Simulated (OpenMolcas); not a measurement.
# 5d3 along the 71-electron sequence

- Program: OpenMolcas
- Method: SS-CASPT2, IPEA 0.25 Eh, imaginary shift 0.1 Eh
- Basis: ANO-RCC-VQZP
- Scalar Hamiltonian: DKH2, point nucleus
- Spin-orbit coupling: RASSI with atomic mean-field integrals over the reference wave functions, term energies averaged over their components

Active space for each ion: 3 electrons in 5 orbitals (5d); closed shells correlated by CASPT2: 5s 5p.

Computed levels in cm-1 above 4F 3/2:

| Level | Re4+ | Os5+ | Ir6+ | Pt7+ |
| --- | --- | --- | --- | --- |
| 4F 5/2 | 4920 | 6270 | 7920 | 9820 |
| 4F 7/2 | 9070 | 11290 | 13880 | 16710 |
| 4P 1/2 | 15230 | 17530 | 20060 | 22640 |
| 2G 7/2 | 19250 | 22920 | 27050 | 31480 |
| 2H 9/2 | 20070 | 23910 | 28330 | 33110 |
| 4P 5/2 | 21450 | 25120 | 29210 | 33530 |
| 2P 1/2 | 25410 | 30050 | 35220 | 40460 |
| 2H 11/2 | 27110 | 32020 | 37480 | 43180 |
| 2D 5/2(1) | 29440 | 34780 | 40610 | 46670 |
| weight of 4F in the lowest level (%) | 85 | 83 | 80 | 77 |

Mixed levels, with the weight of the term that names them: Re4+ 4P 1/2 (72 %), Re4+ 2H 9/2 (57 %), Re4+ 2P 1/2 (72 %), Os5+ 4P 1/2 (72 %), Os5+ 2H 9/2 (57 %), Os5+ 2P 1/2 (72 %), Ir6+ 4P 1/2 (71 %), Ir6+ 2H 9/2 (56 %), Ir6+ 2P 1/2 (71 %), Pt7+ 4P 1/2 (70 %), Pt7+ 2H 9/2 (54 %), Pt7+ 2P 1/2 (70 %).

Measured, with the error of the calculation in %. Measured levels: Re4+ from the list in Brasseur, Gamrath and Quinet, At. Data Nucl. Data Tables 157, 101636 (2024); Os5+ from the list in Brasseur, Palmeri and Quinet, Atoms 13, 11 (2025).

```csv
Level,Re4+,Os5+
4F 5/2,4853 (+1.3),6397 (-2.0)
4F 7/2,8973 (+1.1),11444 (-1.4)
4P 1/2,14325 (+6.3),16772 (+4.5)
2G 7/2,19013 (+1.3),22920 (0)
2H 9/2,19967 (+0.5),24028 (-0.5)
4P 5/2,20922 (+2.5),24828 (+1.2)
2P 1/2,23669 (+7.4),28860 (+4.1)
2H 11/2,27077 (+0.1),32156 (-0.4)
2D 5/2(1),28739 (+2.5),34418 (+1.1)
```

The fine-structure level 4F 7/2 changes by a factor of 1.84 from Re4+ to Pt7+. Its fourth root runs 9.76, 10.31, 10.85, 11.37, with steps per unit of Z of 0.55, 0.55, 0.52; equal steps would mean a (Z - σ)^4 law with constant σ.

4P 1/2 changes by a factor of 1.49 over the same range, with steps per unit of Z of +2300, +2530, +2580 cm-1.

CASPT2 breaks the degeneracy within a term, and the mean is taken; among the terms shown or strongly mixed into the levels shown the widest spread is 960 cm-1 (5d3 2H, Re4+). The CASPT2 spread within a term exceeds the gap to the next term for 5d3 2P and 5d3 2H, so the order of their levels is uncertain. Measured partners are found by configuration, term and J. A level has none where our copy of the source lacks it or the pairing is in doubt (some pairs that miss far off the trend of their configuration count as doubtful), and it then counts in no deviation. Only configurations of the active space appear.

A number in round brackets counts repeated terms of one configuration in the order of the reference energies.
